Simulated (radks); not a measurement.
All-electron atom: Eu49+ in [Ne] 3s2 3p2 (the NIST ground configuration).

All-electron calculation, Dirac Kohn-Sham, exchange-only PBE, spin-unpolarised, spherical densities, finite nucleus; open shells fill j = l - 1/2 first; Fermi nuclear charge, rms radius 5.1115 fm. Program: a radial shooting solver on a logarithmic mesh with Libxc functionals.

Energy parts (Ry):
total: -16911.0041
kinetic: 18745.5416
electron-nucleus: -37237.9010
Hartree: 1836.2913
exchange: -254.9360

Orbitals (lengths in bohr, moments of r in powers of bohr; <r^-3> diverges for s and p1/2; r(max) is where P^2 peaks; r(90%) holds 90 % of the orbital's charge):
orbital	occ.	eigenvalue (Ry)	r(max)	<r^-3>	<r^2>	r(90%)
1s1/2	2	-3804.550	0.01420	-	0.0006787	0.0403
2s1/2	2	-824.4137	0.08019	-	0.01031	0.145
2p1/2	2	-797.8534	0.06061	-	0.007472	0.128
2p3/2	4	-748.8607	0.06622	9663	0.008629	0.136
3s1/2	2	-329.9176	0.2152	-	0.05833	0.329
3p1/2	2	-320.2968	0.2011	-	0.05275	0.317
3p3/2	0	-307.5924	0.2111	2604	0.05744	0.330
3d3/2	0	-294.3547	0.1629	458.5	0.04256	0.293
3d5/2	0	-291.2863	0.1657	409.7	0.04380	0.296
4s1/2	0	-175.6450	0.4263	-	0.1995	0.593

The highest occupied level is 3p1/2 at -4357.9 eV. Summed over all electrons, <r^2> = 0.2936 bohr^2, which gives a Langevin (diamagnetic) susceptibility term of -0.233 x 10^-6 cm^3/mol. The electron density at the nucleus is 5.811e+05 e/bohr^3. For comparison, the ionisation energy in NIST's Atomic Spectra Database is 4400 eV (theoretical). In exact Kohn-Sham theory the highest level is minus the ionisation energy, but local and semilocal functionals leave it too shallow, through self-interaction and a potential that decays too fast; potentials with the right tail come closer.

Beside tabulated values, note that spin-unpolarised runs miss the spin-polarisation part of the exchange energy of open shells.
